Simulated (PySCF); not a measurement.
**Steps of a relaxation of [Pb(NH2)2]2+**

[Pb(NH2)2]2+ (singlet). PySCF 2.14.0, RKS TPSS, Pb def2-SVP with ECP60, N def2-SVP, H def2-SVP; non-relativistic Hamiltonian with scalar-relativistic core potentials where named; density fitting; no spin-orbit coupling. Origin of the start: displaced along the imaginary mode. Columns: position (Å) and force (eV/Å). Energies are counted from the last step; some of the 18 steps are shown. Forces carry noise of the integration grid, about 0.01 to 0.03 eV/Å.

Run from Python with OMP_NUM_THREADS=2. Where DIIS fails, smearing, a level shift and second-order steps follow.
It took 3.9 min on 2 threads of Intel(R) Xeon(R) Processor @ 2.50GHz (Skylake/Cascade Lake), on a shared host, from the converged density of the start.

```xyz
7
step 0  E = 0.668 eV
Pb    0.0015    0.0023    0.0000     0.35    0.59    0.43
N    -0.0022   -0.0195    1.9937     0.01   -0.32    0.22
H     0.6040    0.6762    2.4707    -0.13   -0.03   -0.02
H    -0.6837   -0.6116    2.5056     0.01    0.10    0.00
N    -0.0403   -0.0447   -1.9937     0.07   -0.02   -2.20
H     0.8214   -0.4679   -2.4917    -0.96    0.64    0.78
H    -0.4664    0.8199   -2.4846     0.65   -0.96    0.78
```

```xyz
7
step 6  E = 0.128 eV
Pb    0.0017    0.2788   -0.0004    -0.10    0.30   -0.10
N     0.1738   -0.1946    2.0801    -0.82   -1.49   -0.56
H     0.5668    0.5837    2.6008     0.34    1.00    0.65
H    -0.7627   -0.4863    2.4852     0.49    0.30   -0.13
N    -0.1358   -0.1591   -2.1261     0.59   -0.71    0.68
H     0.8467   -0.3695   -2.4487    -0.31    0.06   -0.12
H    -0.4562    0.7016   -2.5910    -0.18    0.54   -0.42
```

```xyz
7
step 11  E = 0.014 eV
Pb    0.0469    0.6069    0.0093    -0.02    0.06    0.05
N     0.1581   -0.2277    2.0395     0.05    0.11    0.18
H     0.6053    0.4456    2.7222    -0.19   -0.24   -0.26
H    -0.7922   -0.4746    2.4194     0.15    0.10   -0.05
N    -0.0891   -0.1599   -2.0429     0.11    0.03   -0.15
H     0.8557   -0.3671   -2.4599    -0.14    0.03    0.11
H    -0.5504    0.5315   -2.6875     0.04   -0.10    0.13
```

Q: Where does the relaxation end?

A: It converges at step 17 in nearly C2:
```xyz
7
step 17  E = 0
Pb    0.0355    0.7407    0.0132
N     0.1351   -0.2353    1.9826
H     0.6541    0.3361    2.6906
H    -0.8148   -0.4235    2.3835
N    -0.0636   -0.1630   -1.9899
H     0.8832   -0.3288   -2.4086
H    -0.5952    0.4284   -2.6713
```

Q: How did the contacts change?

A: 
```tsv
contact	start (Å)	end (Å)
Pb1–N2 (NH2)	1.994	2.200
Pb1–N5 (NH2)	1.995	2.200
```


The relaxed state isn't the lowest spin state tried at its geometry. No frequency check is given that shows the relaxed geometry to be a minimum.
